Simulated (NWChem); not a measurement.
System: CH$_{4}$CdO; SMILES [O](C)[CdH]

```xyz
7

Cd     0.0067     0.6312    -0.0002
H      0.4535     2.2135     0.0065
O     -0.5290    -1.2641     0.0003
C      0.3050    -2.3712    -0.0001
H      0.9712    -2.4351     0.8871
H     -0.3055    -3.2952     0.0064
H      0.9621    -2.4415    -0.8935
```
Atoms are numbered in this order, from 1.

Program: NWChem. All runs use the structure optimised with PBE0/def2-SVP. def2 effective core potentials on Cd; no spin-orbit coupling.

Predict the results for TPSS/def2-SVP (core potentials). Quantities: highest occupied level (eV); orbital gap (eV); dipole (D).

highest occupied level (eV): -5.40
orbital gap (eV): 4.40
dipole (D): 1.06
